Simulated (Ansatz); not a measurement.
Ansatz (a program for electronic structure) input (BLYP/6-31G*):

Ansatz 0.2 input:
```yaml
crystal:
  periodic: [false, false, false]
  atoms:
    - {symbol: C, position_ang: [1.87169300, -0.70889000, 0.23151400]}
    - {symbol: Si, position_ang: [0.19261800, -0.28614500, -0.50253300]}
    - {symbol: C, position_ang: [-0.99977800, -1.72955900, -0.28978500]}
    - {symbol: Si, position_ang: [-0.61308200, 1.66822400, 0.49842400]}
    - {symbol: H, position_ang: [1.79254100, -0.88377400, 1.30650000]}
    - {symbol: H, position_ang: [2.27409700, -1.61468100, -0.22761200]}
    - {symbol: H, position_ang: [2.58807000, 0.09860700, 0.07346200]}
    - {symbol: H, position_ang: [0.34312300, 0.00107100, -1.95400200]}
    - {symbol: H, position_ang: [-1.97579500, -1.50362300, -0.72162900]}
    - {symbol: H, position_ang: [-0.60717700, -2.62187200, -0.78449100]}
    - {symbol: H, position_ang: [-1.14359400, -1.96234300, 0.76698100]}
    - {symbol: H, position_ang: [-0.70644900, 1.60286600, 1.98301200]}
    - {symbol: H, position_ang: [-1.90980500, 2.16533700, -0.03507300]}
basis:
  gaussian:
    orbitals: 6-31G*
hamiltonian:
  xc: {name: BLYP}
magnetization: {spin_polarized: true, initial_magnetization: 1}
output: {forces: true}
```

Output:

```
Functional definition: BLYP
integrals: 0.04 GiB planned
1146 factors; their error is unknown
mean field: 0.28 GiB planned
mean field evaluation 1: about -17960.1812 eV, gradient 5.0e1 eV
mean field evaluation 2: about -17934.4527 eV, gradient 7.6e1 eV
mean field evaluation 4: about -17972.1165 eV, gradient 4.3e0 eV
mean field evaluation 8: about -17972.2260 eV, gradient 1.4e-1 eV
mean field evaluation 16: about -17972.1270 eV, gradient 1.5e-4 eV
mean field -17972.12703979 eV, -660.4634867670 hartree, gradient 1.8e-5 eV, S^2 0.752016; 0 other end points of the search recorded, 0 dependent functions left out
the calculation of the forces begins
reference -17972.12738194 eV, -660.4634993408 hartree; 25, 24 occupied and 61, 62 virtual orbitals, 1146 factors
Total energy: -17972.12738194 eV, -660.4634993408 hartree
Atom 0 at     1.871693    -0.708890     0.231514 Å, force     0.046646    -0.005775    -0.003891 eV/Å
Atom 1 at     0.192618    -0.286145    -0.502533 Å, force    -0.049141     0.241039    -0.024038 eV/Å
Atom 2 at    -0.999778    -1.729559    -0.289785 Å, force    -0.052628    -0.033181    -0.007414 eV/Å
Atom 3 at    -0.613082     1.668224     0.498424 Å, force     0.192543     0.120618    -0.110655 eV/Å
Atom 4 at     1.792541    -0.883774     1.306500 Å, force     0.004662    -0.066386     0.366224 eV/Å
Atom 5 at     2.274097    -1.614681    -0.227612 Å, force     0.167639    -0.312657    -0.144828 eV/Å
Atom 6 at     2.588070     0.098607     0.073462 Å, force     0.270982     0.258890    -0.043936 eV/Å
Atom 7 at     0.343123     0.001071    -1.954002 Å, force     0.031376     0.049678    -0.288796 eV/Å
Atom 8 at    -1.975795    -1.503623    -0.721629 Å, force    -0.348011     0.044402    -0.143287 eV/Å
Atom 9 at    -0.607177    -2.621872    -0.784491 Å, force     0.117156    -0.321943    -0.167650 eV/Å
Atom 10 at    -1.143594    -1.962343     0.766981 Å, force    -0.068968    -0.103440     0.351399 eV/Å
Atom 11 at    -0.706449     1.602866     1.983012 Å, force    -0.045838     0.011812     0.292100 eV/Å
Atom 12 at    -1.909805     2.165337    -0.035073 Å, force    -0.266418     0.116943    -0.075230 eV/Å
Dipole moment:     0.079522    -0.284323     0.018215 e Å
```

The geometry given is a B3LYP-D3(BJ)/def2-TZVP minimum.
